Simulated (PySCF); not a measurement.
**Optical rotation: `CC[Si@@H](N)[AsH]C`, C₃H₁₂AsNSi**

Molfile (atoms numbered from 1):
```
C3H12AsNSi
     RDKit          3D

 18 17  0  0  0  0  0  0  0  0999 V2000
   -2.1668   -1.0326    0.8599 C   0  0  0  0  0  0  0  0  0  0  0  0
   -1.7167   -0.6090   -0.5300 C   0  0  0  0  0  0  0  0  0  0  0  0
   -0.0789    0.3646   -0.4694 Si  0  0  1  0  0  4  0  0  0  0  0  0
   -0.5112    1.9476    0.0852 N   0  0  0  0  0  0  0  0  0  0  0  0
    1.3564   -0.4510    1.1734 As  0  0  0  0  0  3  0  0  0  0  0  0
    3.0379    0.1799    0.3499 C   0  0  0  0  0  0  0  0  0  0  0  0
   -1.4087   -1.6686    1.3241 H   0  0  0  0  0  0  0  0  0  0  0  0
   -3.1019   -1.5898    0.8233 H   0  0  0  0  0  0  0  0  0  0  0  0
   -2.3112   -0.1586    1.4926 H   0  0  0  0  0  0  0  0  0  0  0  0
   -2.4929   -0.0009   -0.9936 H   0  0  0  0  0  0  0  0  0  0  0  0
   -1.5976   -1.4939   -1.1560 H   0  0  0  0  0  0  0  0  0  0  0  0
    0.4726    0.3618   -1.8539 H   0  0  0  0  0  0  0  0  0  0  0  0
   -1.2364    2.4560   -0.3951 H   0  0  0  0  0  0  0  0  0  0  0  0
    0.2287    2.5806    0.3463 H   0  0  0  0  0  0  0  0  0  0  0  0
    1.4165   -1.8161    0.5347 H   0  0  0  0  0  0  0  0  0  0  0  0
    3.8982   -0.2863    0.8308 H   0  0  0  0  0  0  0  0  0  0  0  0
    3.0776   -0.0352   -0.7164 H   0  0  0  0  0  0  0  0  0  0  0  0
    3.1256    1.2578    0.4883 H   0  0  0  0  0  0  0  0  0  0  0  0
  1  2  1  0
  2  3  1  0
  3  4  1  0
  3  5  1  0
  5  6  1  0
  1  7  1  0
  1  8  1  0
  1  9  1  0
  2 10  1  0
  2 11  1  0
  3 12  1  6
  4 13  1  0
  4 14  1  0
  5 15  1  0
  6 16  1  0
  6 17  1  0
  6 18  1  0
M  END
```

Computed with PySCF, TDDFT CAM-B3LYP/def2-SVPD circular dichroism and optical rotation, one conformer, gas phase. Geometry: GFN2-xTB.

The molecule is flexible and this is one conformer; a measurement averages over conformers. The calculation is non-relativistic, which matters for the atoms heavier than Zn.

Stereocentres: Si3 S.

**Question.** Give the optical rotatory dispersion at 633, 589.3, 546, 436, 405, 365, 355 nm.

**Answer.** [α] in deg dm⁻¹ (g/mL)⁻¹:
```csv
λ (nm),origin-invariant length gauge,modified velocity gauge,length gauge (centre of mass),isotropic polarisability (au)
633,-89.5,-95.0,-89.9,107.4
589.3,-106.0,-112.5,-106.5,107.9
546,-127.6,-135.2,-128.2,108.5
436,-229.6,-241.9,-230.6,111.2
405,-283.5,-298.0,-284.8,112.5
365,-390.5,-408.8,-392.2,114.7
355,-427.7,-447.2,-429.6,115.4
```

**Question.** And for the mirror image at 589.3 nm?

**Answer.** +106.0 deg dm⁻¹ (g/mL)⁻¹ (origin-invariant length gauge): the same size and the opposite sign.

**Question.** What is the molar rotation [Φ] = [α]·M/100 of the geometry above at 589.3 nm?

**Answer.** With M = 165.14 g/mol, -175.1 deg cm² dmol⁻¹ (origin-invariant length gauge).

The first excitation lies at 5.72 eV (217 nm) with R = +6.3 × 10⁻⁴⁰ esu² cm² (velocity form).
